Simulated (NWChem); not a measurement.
System: ZnGeH4; SMILES [ZnH][GeH3]

NWChem input:

```
start job
memory heap 200 mb stack 900 mb global 1100 mb
geometry units angstroms noautosym nocenter noautoz
  Zn     0.001881    -1.222402     0.000223
  H      0.003252    -2.782161     0.000366
  Ge     0.000673     1.181158     0.000019
  H     -0.774529     1.777252     1.196792
  H      1.424676     1.777441     0.072881
  H     -0.648263     1.777032    -1.269780
end
basis spherical
  * library def2-svp
end
dft
  xc pbe0
  iterations 150
  vectors input atomic output neutral.movecs
end
task dft energy
charge 1
dft
  odft
  mult 2
  vectors input atomic output cation.movecs
end
task dft energy
```

Excerpt of the output:

```
             Northwest Computational Chemistry Package (NWChem) 7.3.0
             --------------------------------------------------------

                             Geometry "geometry" -> ""
                             -------------------------

 Output coordinates in angstroms (scale by  1.889725989 to convert to a.u.)

  No.       Tag          Charge          X              Y              Z
 ---- ---------------- ---------- -------------- -------------- --------------
    1 Zn                  30.0000     0.00188100    -1.22240200     0.00022300
    2 H                    1.0000     0.00325200    -2.78216100     0.00036600
    3 Ge                  32.0000     0.00067300     1.18115800     0.00001900
    4 H                    1.0000    -0.77452900     1.77725200     1.19679200
    5 H                    1.0000     1.42467600     1.77744100     0.07288100
    6 H                    1.0000    -0.64826300     1.77703200    -1.26978000

 Effective nuclear repulsion energy (a.u.)     273.9927816363

                                 NWChem DFT Module
                                 -----------------

 Summary of "ao basis" -> "ao basis" (spherical)
 ------------------------------------------------------------------------------
       Tag                 Description            Shells   Functions and Types
 ---------------- ------------------------------  ------  ---------------------
 Zn                         def2-svp                11       31   5s3p2d1f
 H                          def2-svp                 3        5   2s1p
 Ge                         def2-svp                12       32   5s4p3d

            General Information
            -------------------
          SCF calculation type: DFT
          Wavefunction type:  closed shell.
          No. of atoms     :     6
          No. of electrons :    66
           Alpha electrons :    33
            Beta electrons :    33
          Charge           :     0
          Spin multiplicity:     1
          Use of symmetry is: off; symmetry adaption is: off
          Maximum number of iterations: 150
          AO basis - number of functions:    83
                     number of shells:    35
          Convergence on energy requested:  1.00D-06
          Convergence on density requested:  1.00D-05
          Convergence on gradient requested:  5.00D-04

              XC Information
              --------------
                         PBE0 Method XC Functional
                     Hartree-Fock (Exact) Exchange  0.250
          PerdewBurkeErnzerhof Exchange Functional  0.750
            Perdew 1991 LDA Correlation Functional  1.000 local
           PerdewBurkeErnz. Correlation Functional  1.000 non-local

             Grid Information
             ----------------
          Grid used for XC integration:  medium
          Radial quadrature: Mura-Knowles
          Angular quadrature: Lebedev.
          Tag              B.-S. Rad. Rad. Pts. Rad. Cut. Ang. Pts.
          ---              ---------- --------- --------- ---------
          Zn                  1.35      112          10.0       590
          H                   0.35       45          12.0       434
          Ge                  1.25      112          11.0       590
          Grid pruning is: on
          Number of quadrature shells:   404
          Spatial weights used:  Erf1

      Superposition of Atomic Density Guess
      -------------------------------------

 Sum of atomic energies:       -3854.60208632

      Non-variational initial energy
      ------------------------------

 Total energy =   -3855.107950
 1-e energy   =   -5927.421229
 2-e energy   =    1798.320497
 HOMO         =      -0.254640
 LUMO         =       0.050115

   convergence    iter        energy       DeltaE   RMS-Dens  Diis-err
 ---------------- ----- ----------------- --------- --------- ---------
 d= 0,ls=0.0,diis     1  -3857.7247441899 -4.13D+03  8.54D-03  1.29D-01
 d= 0,ls=0.0,diis     2  -3857.7452629562 -2.05D-02  1.68D-03  3.48D-02
 d= 0,ls=0.0,diis     3  -3857.7479586696 -2.70D-03  5.68D-04  5.66D-03
 d= 0,ls=0.0,diis     4  -3857.7482529330 -2.94D-04  2.34D-04  1.55D-03
 d= 0,ls=0.0,diis     5  -3857.7483559498 -1.03D-04  3.57D-05  6.93D-06
 d= 0,ls=0.0,diis     6  -3857.7483564792 -5.29D-07  1.04D-05  5.67D-07
 d= 0,ls=0.0,diis     7  -3857.7483565271 -4.79D-08  3.44D-06  1.39D-07

         Total DFT energy =    -3857.748356527086
      One electron energy =    -5926.095795179787
           Coulomb energy =     1945.497271287349
    Exchange-Corr. energy =     -151.142614270918
 Nuclear repulsion energy =      273.992781636270

 Numeric. integr. density =       66.000011383725

                       DFT Final Molecular Orbital Analysis
                       ------------------------------------

 Vector   31  Occ=2.000000D+00  E=-3.393831D-01
              MO Center= -4.5D-01,  1.5D+00, -4.5D-02, r^2= 2.3D+00
   Bfn.  Coefficient  Atom+Function         Bfn.  Coefficient  Atom+Function
  ----- ------------  ---------------      ----- ------------  ---------------
    50      0.325500  3 Ge pz                79     -0.321045  6 H  s
    69      0.312514  4 H  s                 53      0.211761  3 Ge pz
    47     -0.196780  3 Ge pz                80     -0.182543  6 H  s
    70      0.177693  4 H  s                 44      0.064339  3 Ge pz
    57     -0.058006  3 Ge d  1              16     -0.052664  1 Zn d -1

 Vector   32  Occ=2.000000D+00  E=-3.393739D-01
              MO Center=  4.6D-01,  1.5D+00,  4.5D-02, r^2= 2.3D+00
   Bfn.  Coefficient  Atom+Function         Bfn.  Coefficient  Atom+Function
  ----- ------------  ---------------      ----- ------------  ---------------
    74      0.365920  5 H  s                 48      0.325499  3 Ge px
    51      0.211768  3 Ge px                75      0.208052  5 H  s
    45     -0.196777  3 Ge px                69     -0.190116  4 H  s
    79     -0.175371  6 H  s                 70     -0.108124  4 H  s
    80     -0.099740  6 H  s                 42      0.064338  3 Ge px

 Vector   33  Occ=2.000000D+00  E=-2.654264D-01
              MO Center=  1.6D-03, -3.7D-01,  1.5D-04, r^2= 4.4D+00
   Bfn.  Coefficient  Atom+Function         Bfn.  Coefficient  Atom+Function
  ----- ------------  ---------------      ----- ------------  ---------------
    13      0.310096  1 Zn py                49     -0.305710  3 Ge py
    52     -0.272957  3 Ge py                32     -0.260724  2 H  s
    33     -0.219552  2 H  s                 46      0.184275  3 Ge py
     4      0.157031  1 Zn s                 10     -0.152482  1 Zn py
    41      0.135218  3 Ge s                 40      0.131716  3 Ge s

 Vector   34  Occ=0.000000D+00  E=-3.932963D-03
              MO Center=  1.9D-03, -2.5D-01,  1.5D-04, r^2= 4.1D+00
   Bfn.  Coefficient  Atom+Function         Bfn.  Coefficient  Atom+Function
  ----- ------------  ---------------      ----- ------------  ---------------
    53      0.809552  3 Ge pz                14      0.669264  1 Zn pz
    70     -0.606871  4 H  s                 80      0.576298  6 H  s
    11     -0.201605  1 Zn pz                69     -0.147801  4 H  s
    79      0.140363  6 H  s                 50      0.079358  3 Ge pz
    51     -0.077859  3 Ge px                65     -0.071271  3 Ge d -1

 Vector   35  Occ=0.000000D+00  E=-3.918484D-03
              MO Center=  3.6D-04, -2.5D-01,  1.1D-04, r^2= 4.1D+00
   Bfn.  Coefficient  Atom+Function         Bfn.  Coefficient  Atom+Function
  ----- ------------  ---------------      ----- ------------  ---------------
    51      0.809486  3 Ge px                75     -0.683148  5 H  s
    12      0.669302  1 Zn px                80      0.367916  6 H  s
    70      0.314958  4 H  s                  9     -0.201612  1 Zn px
    74     -0.166447  5 H  s                 79      0.089599  6 H  s
    48      0.079359  3 Ge px                53      0.077857  3 Ge pz

 Vector   36  Occ=0.000000D+00  E= 1.438983D-02
              MO Center=  1.8D-03, -6.9D-01,  1.9D-04, r^2= 6.6D+00
   Bfn.  Coefficient  Atom+Function         Bfn.  Coefficient  Atom+Function
  ----- ------------  ---------------      ----- ------------  ---------------
     5      1.198336  1 Zn s                 33     -0.807926  2 H  s
    40     -0.648565  3 Ge s                 41     -0.628548  3 Ge s
     4      0.396912  1 Zn s                 52      0.344868  3 Ge py
    39      0.284897  3 Ge s                 70      0.245014  4 H  s
    75      0.243871  5 H  s                 80      0.244999  6 H  s

     Multipole analysis of the density
     ---------------------------------

     L   x y z        total         alpha         beta         nuclear
     -   - - -        -----         -----         ----         -------
     0   0 0 0     -0.000000    -33.000000    -33.000000     66.000000

     1   1 0 0     -0.000303     -0.078672     -0.078672      0.157040
     1   0 1 0     -0.236202     -3.590057     -3.590057      6.943912
     1   0 0 1      0.000014     -0.007133     -0.007133      0.014281

     2   2 0 0    -25.323307    -18.107478    -18.107478     10.891650
     2   1 1 0      0.003277      0.088826      0.088826     -0.174375
     2   1 0 1     -0.000018     -0.000093     -0.000093      0.000169
     2   0 2 0    -30.948686   -205.970052   -205.970052    380.991417
     2   0 1 1      0.000471      0.015189      0.015189     -0.029908
     2   0 0 2    -25.323078    -18.107351    -18.107351     10.891623

                                 NWChem DFT Module
                                 -----------------

            General Information
            -------------------
          SCF calculation type: DFT
          Wavefunction type:  spin polarized.
          No. of atoms     :     6
          No. of electrons :    65
           Alpha electrons :    33
            Beta electrons :    32
          Charge           :     1
          Spin multiplicity:     2
          Use of symmetry is: off; symmetry adaption is: off
          Maximum number of iterations: 150
          AO basis - number of functions:    83
                     number of shells:    35
          Convergence on energy requested:  1.00D-06
          Convergence on density requested:  1.00D-05
          Convergence on gradient requested:  5.00D-04

              XC Information
              --------------
                         PBE0 Method XC Functional
                     Hartree-Fock (Exact) Exchange  0.250
          PerdewBurkeErnzerhof Exchange Functional  0.750
            Perdew 1991 LDA Correlation Functional  1.000 local
           PerdewBurkeErnz. Correlation Functional  1.000 non-local

             Grid Information
             ----------------
          Grid used for XC integration:  medium
          Radial quadrature: Mura-Knowles
          Angular quadrature: Lebedev.
          Tag              B.-S. Rad. Rad. Pts. Rad. Cut. Ang. Pts.
          ---              ---------- --------- --------- ---------
          Zn                  1.35      112          10.0       590
          H                   0.35       45          12.0       434
          Ge                  1.25      112          11.0       590
          Grid pruning is: on
          Number of quadrature shells:   404
          Spatial weights used:  Erf1

      Superposition of Atomic Density Guess
      -------------------------------------

 Sum of atomic energies:       -3854.60208632

 Renormalizing density from      66.00 to     65

      Non-variational initial energy
      ------------------------------

 Total energy =   -3819.380261
 1-e energy   =   -5837.611816
 2-e energy   =    1744.238774
 HOMO         =      -0.553117
 LUMO         =      -0.221866

   convergence    iter        energy       DeltaE   RMS-Dens  Diis-err
 ---------------- ----- ----------------- --------- --------- ---------
 d= 0,ls=0.0,diis     1  -3857.0384241237 -4.13D+03  1.24D-02  1.61D+00
                                                     1.24D-02  1.59D+00
 d= 0,ls=0.0,diis     2  -3856.6575888875  3.81D-01  7.95D-03  3.64D+00
                                                     8.21D-03  3.67D+00
 d= 0,ls=0.0,diis     3  -3857.3974476817 -7.40D-01  1.15D-03  2.88D-02
                                                     9.78D-04  2.85D-02
 d= 0,ls=0.0,diis     4  -3857.4035097806 -6.06D-03  3.10D-04  2.76D-03
                                                     3.09D-04  2.68D-03
 d= 0,ls=0.0,diis     5  -3857.4041851926 -6.75D-04  8.19D-05  3.54D-05
                                                     1.49D-04  4.22D-05
  Resetting Diis
 d= 0,ls=0.0,diis     6  -3857.4042194870 -3.43D-05  6.02D-05  9.41D-06
                                                     5.29D-05  5.47D-06
 d= 0,ls=0.0,diis     7  -3857.4042281008 -8.61D-06  1.94D-05  5.10D-07
                                                     3.02D-05  7.08D-07
 d= 0,ls=0.0,diis     8  -3857.4042294999 -1.40D-06  8.57D-06  7.40D-07
                                                     6.84D-06  3.98D-07
 d= 0,ls=0.0,diis     9  -3857.4042298856 -3.86D-07  1.36D-05  1.19D-07
                                                     1.42D-05  8.15D-08
 d= 0,ls=0.0,diis    10  -3857.4042301887 -3.03D-07  5.04D-06  4.95D-08
                                                     7.58D-06  4.75D-08

         Total DFT energy =    -3857.404230188659
      One electron energy =    -5909.760119152868
           Coulomb energy =     1929.226177927726
    Exchange-Corr. energy =     -150.863070599787
 Nuclear repulsion energy =      273.992781636270

 Numeric. integr. density =       65.000011227079

                    DFT Final Alpha Molecular Orbital Analysis
                    ------------------------------------------

 Vector   31  Occ=1.000000D+00  E=-5.562050D-01
              MO Center=  1.1D-01,  1.5D+00, -4.2D-01, r^2= 2.3D+00
   Bfn.  Coefficient  Atom+Function         Bfn.  Coefficient  Atom+Function
  ----- ------------  ---------------      ----- ------------  ---------------
    79      0.348140  6 H  s                 74     -0.290367  5 H  s
    48     -0.274975  3 Ge px                50     -0.246149  3 Ge pz
    51     -0.165354  3 Ge px                45      0.157317  3 Ge px
    53     -0.148027  3 Ge pz                80      0.144529  6 H  s
    47      0.140826  3 Ge pz                75     -0.120564  5 H  s

 Vector   32  Occ=1.000000D+00  E=-5.562032D-01
              MO Center= -1.1D-01,  1.5D+00,  4.2D-01, r^2= 2.3D+00
   Bfn.  Coefficient  Atom+Function         Bfn.  Coefficient  Atom+Function
  ----- ------------  ---------------      ----- ------------  ---------------
    69      0.368658  4 H  s                 50      0.274983  3 Ge pz
    48     -0.246145  3 Ge px                74     -0.234312  5 H  s
    53      0.165368  3 Ge pz                47     -0.157322  3 Ge pz
    70      0.153044  4 H  s                 51     -0.148019  3 Ge px
    45      0.140823  3 Ge px                79     -0.134295  6 H  s

 Vector   33  Occ=1.000000D+00  E=-5.327286D-01
              MO Center=  1.5D-03, -7.0D-02,  1.1D-04, r^2= 4.0D+00
   Bfn.  Coefficient  Atom+Function         Bfn.  Coefficient  Atom+Function
  ----- ------------  ---------------      ----- ------------  ---------------
    49     -0.363794  3 Ge py                13      0.352664  1 Zn py
    32     -0.268590  2 H  s                  4      0.259353  1 Zn s
    52     -0.210236  3 Ge py                46      0.204063  3 Ge py
    10     -0.152160  1 Zn py                33     -0.132476  2 H  s
    69     -0.128798  4 H  s                 74     -0.128984  5 H  s

[...]
```

Level: PBE0/def2-SVP, vertical spin-unrestricted ions. All runs use the structure optimised with PBE0/def2-SVP.
